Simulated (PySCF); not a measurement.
Electronic structure of Pt⁻ (platinum, charge -1) at the M06-L level

Configuration: [Xe] 4f14 5d9 6s2, 2D determinant. Calculation: PySCF 2.14, in def2-TZVPPD with the def2 core potential (60 electrons) (6s5p3d2f1g, 59 functions); scalar relativity through the core potential.

```
Total energy                                                  : -119.3932 hartree
One-electron energy                                           : -213.2770 hartree
Hartree (Coulomb) energy                                      : 105.7688 hartree
Exchange-correlation energy                                   : -11.8850 hartree
⟨S²⟩                                                          : 0.7547
⟨L²⟩                                                          : 6.020
Sum of ⟨r⟩                                                    : 31.11 bohr
Sum of ⟨r²⟩                                                   : 69.42 bohr²
Traceless quadrupole moment −½Σ⟨3z² − r²⟩ along its main axis : -0.958 e·bohr²
```

```tsv
shell	electrons	mean orbital energy (hartree)	spread (hartree)	rms radius, mean of both spins (bohr)
5s α	1	-3.57195	0	1.03
5s β	1	-3.54655	0	1.03
5p α	3	-1.84733	0.04538	1.19
5p β	3	-1.81507	0.01926	1.19
5d α	5	0.01673	0.05693	2.02
6s α	1	0.01701	0	3.32
6s β	1	0.03461	0	3.32
5d β	4	0.04367	0.02900	2.02
```

Energies and moments cover only the electrons outside the core potential. Spin-orbit coupling, absent here, splits the open shell strongly. At M06-L the highest occupied level has a positive energy, so only the finite basis holds that electron; in a semilocal or global hybrid functional this comes from self-interaction and does not mean that the real anion is unbound.
